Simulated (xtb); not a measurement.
Cl$_{5}$OSi$_{2}$ (SMILES Cl[Si](Cl)O[Si](Cl)(Cl)Cl), doublet, at a GFN2-xTB geometry. Base run: GFN2-xTB (xtb).

The xtb input:
```
$ xtb mol.xyz --gfn 2 --uhf 1 --json

# file mol.xyz
8

Cl     2.33479091    -1.71099388    -0.65737346
Si     1.96416604     0.09563765     0.13919861
Cl     2.26536782     1.60419462    -1.15215974
O      0.39041391     0.13132362     0.56182526
Si    -1.21793879     0.02038872     0.40908795
Cl    -1.96521701     1.13640431     1.88664262
Cl    -1.69938760    -1.91143167     0.60001890
Cl    -1.73381843     0.72447616    -1.39304682
```

The base run was repeated with changes; each row names its change, and settings that it needs were set with it.

```
change               ΔE vs base (mEh)  dipole (D)  G_solv (kcal/mol)  SCF cycles
-------------------  ----------------  ----------  -----------------  ----------
base                            0.000        0.71                  -          16
alpb = dmso                    -9.790        0.78              -6.16          15
gbsa = acetonitrile            -5.370        0.79              -3.41          15
acc = 0.0001                    0.000        0.71                  -          29
etemp = 1000                    0.000        0.71                  -          16
alpb = toluene                 -7.904        0.77              -4.98          15
acc = 0.1                       0.000        0.71                  -          19
```

ALPB and GBSA are two models with their own fitted parameters for each solvent, which aren't always the measured dielectric constant.
